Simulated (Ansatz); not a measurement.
Isolated molecules relaxed with PBE0-D4/def2-TZVP in Ansatz; ΔE leaves out vibrations. CCSD(T)/CBS adds triple-zeta CCSD(T) − MP2 to the extrapolated MP2 energy (def2 sets, frozen cores). DFT in def2-TZVPP. For Se outer-core shells are correlated without core-valence functions, which leaves a few kJ/mol of doubt a bond. Scalar relativity is left out up to krypton. Each species was taken in one conformer, which may not be the lowest.

`C[CH2][Al]([CH3])[OH]` + `OC[SeH]` → `COC[SeH]` + `C[CH2][AlH][OH]`  (substitution at a C–Al bond)

```
    level  ΔE (kJ/mol)
r2SCAN-D4         82.9
  ωB97X-V         76.1
```

Question: What does CCSD(T)/CBS give? (An estimate is asked.)

Answer: Ansatz gave: +83.1 kJ/mol. The listed levels differ from it by -0.2, -7.0 kJ/mol.

Largest T1 diagnostic among the species: 0.011.

In def2-TZVPP, CCSD(T) changes the Hartree–Fock value by +9.1 kJ/mol (the triples alone add −0.1 kJ/mol) and MP2 by +13.8 kJ/mol.
